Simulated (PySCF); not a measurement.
Compound: C6H7NO2.
SMILES with atom numbers: `[CH3:1][O:2][c:3]1[cH:4][cH:5][cH:6][cH:7][n+:8]1[O-:9]` (hydrogens: H10, H11, H12 on C1; H13 on C4; H14 on C5; H15 on C6; H16 on C7)

Structure used (GFN2-xTB), in Å, numbered top down from 1:
```xyz
16
C6H7NO2 angstrom
C      2.711   -0.166    0.014
O      1.541   -0.519    0.741
C      0.296   -0.216    0.342
C     -0.726   -0.644    1.181
C     -2.051   -0.395    0.886
C     -2.341    0.298   -0.279
C     -1.308    0.707   -1.086
N     -0.006    0.467   -0.803
O      0.885    0.881   -1.607
H      2.724   -0.620   -0.976
H      3.530   -0.562    0.615
H      2.814    0.914   -0.086
H     -0.433   -1.177    2.071
H     -2.833   -0.733    1.546
H     -3.355    0.523   -0.565
H     -1.457    1.250   -2.006
```

Computed, not measured: PBE0/def2-SVPD in PySCF (dipole) on a GFN2-xTB geometry, gas phase.

Take the most abundant isotopes and a rigid rotor. The values belong to one conformer with, in the numbering `[CH3:1][O:2][c:3]1[cH:4][cH:5][cH:6][cH:7][n+:8]1[O-:9]`, C1–O2–C3–C4 180°.

(1) What are A, B and C (MHz)?

(2) Classify the top.

(3) What does the inertial defect say?

(4) Give the other two planar moments, Paa and Pbb, and the rms extents of the mass along the axes.

(5) Which lines would a microwave search look for?

(6) Estimate the classical rotational partition function at 25 K, 50 K and 298.15 K.

Answers

(1) Ia = 151.74, Ib = 335.14, Ic = 483.70 u·Å²; 505379 MHz·u·Å²/I gives A = 3330, B = 1508, C = 1045 MHz.

(2) An asymmetric top; Ray's κ = -0.595.

(3) Not planar: Δ = Ic − Ia − Ib = -3.18 u·Å². For a rigid frame Δ = −2 Σ m c², so Σ m c² = 1.59 u·Å² lies off the ab plane, practically all of it from hydrogen. The atom farthest from that plane is 0.89 Å away.

(4) Paa = Σ m a² = (Ib + Ic − Ia)/2 = 333.55 and Pbb = Σ m b² = (Ia + Ic − Ib)/2 = 150.15 u·Å². With the mass M = 125.05 u, the rms extents √(P/M) along a, b and c are 1.63, 1.10, 0.11 Å.

(5) The dipole components are |μa| = 1.84 D, |μb| = 1.94 D, |μc| = 0.00 D; the mirror of this Cs structure is the ab plane, so μc vanishes by symmetry and there are no c-type lines. The squared components, which scale the intensities, stand as 0.90 : 1.00 (a : b). Some lines, for components of 0.1 D or more:

| type | branch | J(Ka,Kc) | MHz | lower level (cm⁻¹) |
| --- | --- | --- | --- | --- |
| a | Q | 1(1,0) ← 1(1,1) | 463 | 0.146 |
| a | Q | 2(1,1) ← 2(1,2) | 1389 | 0.301 |
| b | Q | 1(1,0) ← 1(0,1) | 2286 | 0.085 |
| a | R | 1(0,1) ← 0(0,0) | 2553 | 0.000 |
| b | R | 3(1,2) ← 2(2,1) | 2832 | 0.530 |
| b | R | 2(0,2) ← 1(1,1) | 3205 | 0.146 |
| b | Q | 3(1,2) ← 3(0,3) | 3765 | 0.498 |
| a | R | 2(1,2) ← 1(1,1) | 4642 | 0.146 |
| b | Q | 3(2,1) ← 3(1,2) | 5201 | 0.624 |
| a | R | 2(1,1) ← 1(1,0) | 5569 | 0.161 |
| b | R | 3(0,3) ← 2(1,2) | 5924 | 0.301 |
| b | R | 2(1,2) ← 1(0,1) | 6465 | 0.085 |
| b | Q | 2(2,1) ← 2(1,2) | 6857 | 0.301 |
| a | R | 3(1,3) ← 2(1,2) | 6919 | 0.301 |
| a | R | 3(0,3) ← 2(0,2) | 7361 | 0.253 |
| b | Q | 3(2,2) ← 3(1,3) | 7597 | 0.532 |
| a | R | 3(2,1) ← 2(2,0) | 7955 | 0.532 |
| a | R | 3(1,2) ← 2(1,1) | 8300 | 0.347 |
| b | Q | 3(3,0) ← 3(2,1) | 9949 | 0.797 |
| b | Q | 3(3,1) ← 3(2,2) | 10315 | 0.785 |
| b | R | 2(2,1) ← 1(1,0) | 11036 | 0.161 |
| b | R | 3(2,2) ← 2(1,1) | 13126 | 0.347 |
| b | R | 3(3,1) ← 2(2,0) | 17896 | 0.532 |
| b | R | 3(3,0) ← 2(2,1) | 17982 | 0.530 |

(6) Point group Cs, symmetry number σ = 1; q = (√π/σ)·√((kT/h)³/(ABC)), k/h = 20836.6 MHz/K: 9200 at 25 K, 26000 at 50 K, 379000 at 298.15 K.

No frequency check. No vibrational averaging or centrifugal distortion is included, and the geometry carries the error of its method. A rigid rotor knows nothing of internal rotation, which can split or shift real lines. Quadrupole hyperfine structure (14N) is left out.
